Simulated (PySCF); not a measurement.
# Steps of a relaxation of Tb(OH)3(NH3)

Tb(OH)3(NH3) (singlet in the valence; each metal's 4f electrons, 8 of them, lie in its core potential, out of spins and levels). PySCF 2.14.0, RKS PBE0, Tb lcecp-1-SVP with ECP54, O def2-SVP, H def2-SVP, N def2-SVP; non-relativistic Hamiltonian with scalar-relativistic core potentials where named; density fitting; no spin-orbit coupling. Origin of the start: template. Columns: position (Å) and force (eV/Å). Energies are counted from the last step; some of the 20 steps are shown. Forces carry noise of the integration grid, about 0.01 to 0.03 eV/Å.

Run from Python with OMP_NUM_THREADS=2. Where DIIS fails, smearing, a level shift and second-order steps follow.
It took 120 s on 2 threads of Arm Neoverse V1, with other jobs on the host, from the converged density of the start.

```xyz
11
step 0  E = 0.495 eV
Tb    0.0163   -0.0152    0.0130     1.76   -1.68    1.65
O     1.2661    1.2346    1.2628    -0.87   -0.52   -0.64
H     1.7858    1.5068    2.0300    -0.28   -0.18   -0.45
O    -1.2335   -1.2650    1.2628     0.30    1.01   -0.68
H    -1.7532   -1.5372    2.0300     0.37    0.11   -0.41
O     1.2661   -1.2650   -1.2368    -0.83    0.67    0.51
H     1.7858   -2.0322   -1.5090    -0.30    0.44    0.19
N    -1.4386    1.4397   -1.4419    -0.12    0.13   -0.12
H    -2.0518    2.0529   -0.9049    -0.05    0.06    0.08
H    -0.9016    2.0529   -2.0551     0.08    0.06   -0.06
H    -2.0518    0.9027   -2.0551    -0.05   -0.08   -0.06
```

```xyz
11
step 6  E = 0.036 eV
Tb    0.1521   -0.1706    0.1761    -0.01    0.09   -0.14
O     1.1916    1.2867    1.2397     0.15    0.07    0.25
H     1.7050    1.7843    1.8851    -0.22   -0.17   -0.33
O    -1.3567   -1.1408    1.2265    -0.11   -0.06    0.22
H    -1.9151   -1.5375    1.9017     0.17    0.11   -0.28
O     1.1837   -1.2547   -1.2828     0.01   -0.10    0.10
H     1.6896   -1.9219   -1.7513    -0.12    0.19    0.04
N    -1.3221    1.3402   -1.3340     0.08   -0.09    0.09
H    -1.9220    1.9543   -0.7808     0.02   -0.02    0.00
H    -0.7762    1.9435   -1.9510     0.01   -0.02    0.02
H    -1.9405    0.7919   -1.9337     0.02    0.00    0.02
```

```xyz
11
step 13  E = 0.001 eV
Tb    0.1774   -0.2070    0.2426    -0.01    0.00    0.01
O     1.1825    1.3248    1.2223     0.01   -0.01   -0.01
H     1.6775    1.9576    1.7390     0.00    0.00   -0.01
O    -1.4125   -1.0999    1.2369     0.04    0.03   -0.02
H    -2.0766   -1.5387    1.7631    -0.04   -0.03    0.02
O     1.1347   -1.2575   -1.2754    -0.01    0.01    0.04
H     1.6178   -1.8002   -1.8950     0.01   -0.01   -0.02
N    -1.2389    1.2596   -1.2450    -0.01    0.02   -0.01
H    -1.8357    1.8754   -0.6916     0.00    0.01    0.00
H    -0.6827    1.8552   -1.8592     0.01    0.00    0.00
H    -1.8540    0.7060   -1.8422     0.00    0.00    0.00
```

Where does the relaxation end?

It converges at step 19 in nearly C3v:
```xyz
11
step 19  E = 0
Tb    0.1595   -0.2042    0.2539
O     1.1896    1.3221    1.2148
H     1.7053    1.9546    1.7111
O    -1.4217   -1.1146    1.2473
H    -2.0763   -1.5822    1.7628
O     1.1282   -1.2565   -1.2522
H     1.6263   -1.7816   -1.8756
N    -1.2457    1.2688   -1.2479
H    -1.8429    1.8974   -0.7094
H    -0.6738    1.8527   -1.8593
H    -1.8594    0.7188   -1.8500
```

How did the contacts change?


| contact | start (Å) | end (Å) |
| --- | --- | --- |
| Tb1–O2 (OH) | 2.165 | 2.077 |
| Tb1–O4 (OH) | 2.165 | 2.077 |
| Tb1–O6 (OH) | 2.165 | 2.077 |
| Tb1–N8 (NH3) | 2.520 | 2.530 |


No frequency check is given that shows the relaxed geometry to be a minimum. An lcecp potential fixes the number of 4f electrons, so in runs with it no electron can move into or out of that shell.
